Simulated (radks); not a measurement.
Numerical settings for neutral cadmium, [Kr] 4d10 5s2. Calculated with a radial shooting solver on a logarithmic mesh with Libxc functionals: Dirac Kohn-Sham, PBE, spin-unpolarised, spherical densities, point nucleus. The defaults (mesh step 0.008 in ln r, mesh end at 40 bohr or more with all orbitals vanishing there, Anderson mixing 0.5 over 9 steps, residual threshold near 1e-9 with the energy settled to 1e-9 hartree or 1e-11 of itself, here a cap of 50 iterations) give E = -5596.0352 hartree and 5s1/2 at -5.660 eV in 14 iterations. Run on one thread of a shared host, so times are rough (Intel(R) Xeon(R) 6975P-C): 0.12 s of CPU time, 0.12 s wall, 14 iterations on 2725 mesh points. Changes against that run (0 stands for a change within the tolerance of the run):

\begin{tabular}{lrrrrr}
setting & iterations & converged & E (mhartree) & e(5s1/2) (meV) & CPU (s) \\ \hline
mesh step in ln r 0.012 & 14 & yes & 0 & 0 & 0.08 \\
mesh step in ln r 0.12 & 2 & no & diverged & - & 0.03 \\
mesh step in ln r 0.005 & 14 & yes & 0 & 0 & 0.18 \\
mesh end (bohr) 12 & 14 & yes & +0.0153 & +1.68 & 0.11 \\
mesh end (bohr) 5 & 15 & yes & +88.1 & +2.25e+03 & 0.1 \\
residual threshold 1e-16 & 50 & no & 0 & 0 & 0.21 \\
residual threshold 1e-13 & 24 & yes & 0 & 0 & 0.16 \\
mixing 1.5 & 14 & yes & 0 & 0 & 0.13 \\
linear mixing, mixing 0.8 & 50 & no & +4.31e+04 & +3.13e+03 & 0.79 \\
linear mixing, mixing 1 & 50 & no & +1.48e+05 & +5.66e+03 & 1.3 \\
mixing history 2 & 23 & yes & 0 & 0 & 0.16 \\
iteration cap 3 & 3 & no & +1.76 & -551 & 0.03 \\
\end{tabular}

Settings that end as converged yet miss the energy by more than 1 mhartree: mesh end (bohr) 5 (+0.0881 hartree). A mesh that ends early acts as a hard wall.
